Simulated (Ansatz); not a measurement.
Z-matrix (Å, degrees):
```
C
Ge 1 1.962
C 1 1.464 2 122.6
C 1 1.562 2 120.9 3 -59.4
H 1 1.094 2 114.1 3 153.0
H 2 1.539 1 108.5 3 25.0
H 2 1.540 1 111.2 3 -95.5
H 2 1.540 1 110.2 3 144.5
F 3 1.305 1 142.3 2 74.0
H 4 1.074 1 143.7 2 -70.0
```

Total charge 0; spin multiplicity 1.

Task: List the ωB97M-V/def2-TZVPP orbital energies in eV (Ansatz). (Best estimate.)

Result: Computed: Occupied: -10866.21, -1362.07, -1209.79, -1209.79, -1209.78, -678.91, -284.39, -282.38, -282.19, -173.84, -123.09, -123.08, -123.07, -38.09, -35.90, -35.89, -35.88, -35.82, -35.81, -27.68, -20.40, -19.90, -18.27, -17.30, -16.79, -16.30, -13.73, -12.32, -12.08, -11.61, -11.01, -9.10. Lowest empty: 2.20, 2.53, 3.17, 3.35, 3.44, 3.94, 4.22, 4.38.
